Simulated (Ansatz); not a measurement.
`O[Si](O)(O)[O][Sn]([Cl])([O][Si](O)(O)O)[O][Si](O)(O)O` at its PBE0-D4/def2-TZVP geometry, where that method's forces vanish. The species carries charge 0 and has multiplicity 1. Sn takes the def2 core potential.

```xyz
26

O    -2.4209   -2.2835   -3.0496
Si   -1.2848   -1.8338   -1.9859
O    -1.5309   -2.7190   -0.6093
O     0.1958   -2.1571   -2.5323
O    -1.4499   -0.2500   -1.6059
Sn   -1.1539    0.5693    0.1109
Cl   -2.8360   -0.0409    1.5360
O     0.5811    0.0192    0.7823
Si    1.4520   -1.3519    0.8900
O     2.1514   -1.5041   -0.5969
O     2.6515   -1.1997    1.9736
O     0.5485   -2.6328    1.2957
O    -0.9838    2.4614   -0.1123
Si   -0.0062    3.4435    0.7608
O     1.5495    2.9639    0.6513
O    -0.0831    4.9730    0.2250
O    -0.6021    3.3640    2.2761
H    -2.5040   -1.7912   -3.8667
H    -2.4391   -2.8116   -0.3121
H     0.9539   -1.8707   -1.9967
H     2.9013   -2.1017   -0.6427
H     2.4723   -1.4907    2.8689
H    -0.1984   -2.8547    0.7163
H     1.7125    2.0246    0.7856
H     0.4800    5.2008   -0.5160
H    -0.1567    3.8736    2.9539
```

Task: What forces (eV/Å) does r2SCAN-D4/def2-TZVPP give on these atoms in Ansatz 0.2.0? (Best estimate.)

Result: Computed: 
```
O1  -0.037 -0.037 -0.025
Si2  0.015  0.017  0.032
O3   0.001 -0.067  0.021
O4   0.051 -0.035 -0.039
O5  -0.050  0.062 -0.166
Sn6 -0.005 -0.064  0.034
Cl7 -0.122 -0.039  0.102
O8   0.132  0.071  0.058
Si9 -0.040 -0.043 -0.008
O10  0.042  0.036 -0.049
O11  0.055  0.013  0.021
O12 -0.029 -0.073  0.039
O13 -0.069  0.136 -0.094
Si14 0.042 -0.034  0.025
O15  0.078  0.009 -0.016
O16 -0.021  0.054 -0.006
O17 -0.058 -0.002  0.043
H18 -0.007  0.011 -0.024
H19 -0.031  0.001  0.026
H20  0.013  0.000  0.012
H21  0.018 -0.023 -0.013
H22 -0.002 -0.002  0.019
H23 -0.007  0.007 -0.001
H24  0.008 -0.023  0.002
H25  0.011  0.011 -0.019
H26  0.012  0.011  0.027
```
